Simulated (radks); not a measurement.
Charge is removed step by step from the 1s down level of the antimony ion Sb48+, starting from 1s(up 1, down 1) 2s1. Calculated with a radial shooting solver on a logarithmic mesh with Libxc functionals: scalar-relativistic Kohn-Sham, PBE, spin-polarised, spherical densities, finite nucleus; open shells are filled with parallel spins first (spin-orbit coupling, left out, can overturn this in heavy ions); Fermi nuclear charge, rms radius 4.6802 fm.

removed (e) = 0: E - E(0) (eV) 0.000; eigenvalue (eV) -35156
removed (e) = 0.125: E - E(0) (eV) 4399.7; eigenvalue (eV) -35247
removed (e) = 0.25: E - E(0) (eV) 8810.7; eigenvalue (eV) -35336
removed (e) = 0.375: E - E(0) (eV) 13232.7; eigenvalue (eV) -35423
removed (e) = 0.5: E - E(0) (eV) 17665.3; eigenvalue (eV) -35506
removed (e) = 0.625: E - E(0) (eV) 22108; eigenvalue (eV) -35583
removed (e) = 0.75: E - E(0) (eV) 26560; eigenvalue (eV) -35652
removed (e) = 0.875: E - E(0) (eV) 31019; eigenvalue (eV) -35703

The mean slope of the eigenvalue, de/dn, is 625 eV per electron.
